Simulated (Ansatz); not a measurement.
One change: `[OH][GaH][SH]` becomes `[OH][InH][SH]`.

Ansatz, PBE0-D4/def2-TZVP geometries, multiplicity 1. Each molecule was computed in one conformer, which needn't be the lowest.

Elements past krypton have def2 core potentials. Scalar relativity is left out up to krypton.

| property | `[OH][GaH][SH]` |
| --- | --- |
| HOMO energy (ωB97M-V/def2-TZVPP) / eV | -9.85 |
| HOMO–LUMO gap (B3LYP/def2-TZVPP) / eV | 6.28 |
| LUMO energy (B3LYP/def2-TZVPP) / eV | -1.13 |
| size of the dipole moment (ωB97M-V/def2-TZVPP) / D | 1.80 |
| HOMO energy (PBE0/def2-TZVPP) / eV | -7.66 |
| HOMO–LUMO gap (ωB97M-V/def2-TZVPP) / eV | 10.69 |

Q: What does the change do to each property? (Estimate.)

A: Computed: 
| property | `[OH][InH][SH]` | shift |
| --- | --- | --- |
| HOMO energy (ωB97M-V/def2-TZVPP) / eV | -9.69 | 0.16 |
| HOMO–LUMO gap (B3LYP/def2-TZVPP) / eV | 5.75 | -0.53 |
| LUMO energy (B3LYP/def2-TZVPP) / eV | -1.50 | -0.37 |
| size of the dipole moment (ωB97M-V/def2-TZVPP) / D | 2.25 | 0.45 |
| HOMO energy (PBE0/def2-TZVPP) / eV | -7.50 | 0.16 |
| HOMO–LUMO gap (ωB97M-V/def2-TZVPP) / eV | 9.92 | -0.77 |

With PBE0 the HOMO rises by 0.16 eV and the LUMO falls by 0.36 eV, so the gap narrows by about 0.52 eV. PBE moves the HOMO by 0.15 eV and ωB97M-V by 0.16 eV. Dipoles are sizes alone; their direction can turn.

B3LYP here is the variant with VWN-RPA as its local correlation; programs differ in this.
